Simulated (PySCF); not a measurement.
## Sc²⁺ (scandium, charge +2) across methods

[Ar] 4p1, 2P determinant (an excited configuration). Computed with PySCF 2.14 in aug-cc-pVTZ (8s7p5d3f2g, 93 functions), with no relativity, point nucleus.

```tsv
method	E (hartree)	mean ε 3p α (eV)	mean ε 3p β (eV)	mean ε 4p α (eV)	Σ⟨r²⟩ (bohr²)	⟨S²⟩
PW91	-759.622	-55.893	-55.768	-14.813	25.53	0.750
r2SCANh	-759.582	-57.622	-57.517	-14.971	25.78	0.750
UHF	-758.82236	-65.122	-64.898	-16.555	26.57	0.750
wB97X	-759.622	-60.944	-60.876	-16.816	25.83	0.750
r2SCAN	-759.582	-56.686	-56.594	-14.755	25.76	0.750
LDA	-757.652	-55.840	-55.714	-14.716	25.49	0.750
PBE	-759.387	-55.807	-55.684	-14.782	25.56	0.750
B3LYP	-759.634	-57.901	-57.783	-15.233	25.59	0.750
```

Question: Estimate the same row for PBE0.

Answer: E (hartree) = -759.436; mean ε 3p α (eV) = -58.450; mean ε 3p β (eV) = -58.305; mean ε 4p α (eV) = -15.339; Σ⟨r²⟩ (bohr²) = 25.72; ⟨S²⟩ = 0.750.
